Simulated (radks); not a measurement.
Problem. Cs, 55 electrons, occupied as [Xe] 6s1. Method: scalar-relativistic Kohn-Sham, PBE, spin-polarised, spherical densities, point nucleus; open shells are filled with parallel spins first (spin-orbit coupling, left out, can overturn this in heavy ions); hard spherical wall at 6 bohr; computed with a radial shooting solver on a logarithmic mesh with Libxc functionals. Some entries of the table are withheld. Estimate them.

| orbital | occ. | eigenvalue (Ry) | <1/r> (bohr^-1) |
|---|---|---|---|
| 1s up | 1 | -2631.085 | 59.40 |
| 1s down | 1 | -2631.084 | 59.40 |
| 2s up | 1 | -412.5617 | 13.64 |
| 2s down | 1 | -412.5611 | 13.64 |
| 2p up | 3 | -370.0562 | 13.00 |
| 2p down | 3 | -370.0556 | 13.00 |
| 3s up | 1 | -85.62970 | 4.917 |
| 3s down | 1 | -85.62879 | 4.917 |
| 3p up | 3 | -71.95305 | 4.668 |
| 3p down | 3 | -71.95212 | 4.668 |
| 3d up | 5 | -51.88475 | 4.423 |
| 3d down | 5 | -51.88389 | 4.423 |
| 4s up | 1 | -16.01774 | 2.017 |
| 4s down | 1 | -16.01586 | 2.017 |
| 4p up | 3 | -11.64647 | 1.854 |
| 4p down | 3 | -11.64433 | 1.854 |
| 4d up | 5 | -5.28579 | 1.583 |
| 4d down | 5 | -5.28273 | 1.583 |
| 5s up | 1 | -1.80806 | 0.7505 |
| 5s down | 1 | -1.79966 | 0.7519 |
| 5p up | 3 | -0.84773 | 0.6151 |
| 5p down | 3 | -0.83312 | 0.6202 |
| 6s up | 1 | 0.16235 | 0.3490 |
| 5d up | 0 | 0.19494 | 0.3917 |
| 6s down | 0 | 0.21954 | 0.3493 |
| 5d down | 0 | 0.23640 | 0.3996 |
| 6p up | 0 | (1) | 0.3597 |
| 6p down | 0 | (2) | 0.3562 |
| 7s up | 0 | 1.71633 | 0.4064 |
| 7s down | 0 | 1.76096 | 0.4088 |

Solution. 
(1) 6p up eigenvalue (Ry): 0.49529
(2) 6p down eigenvalue (Ry): 0.54906
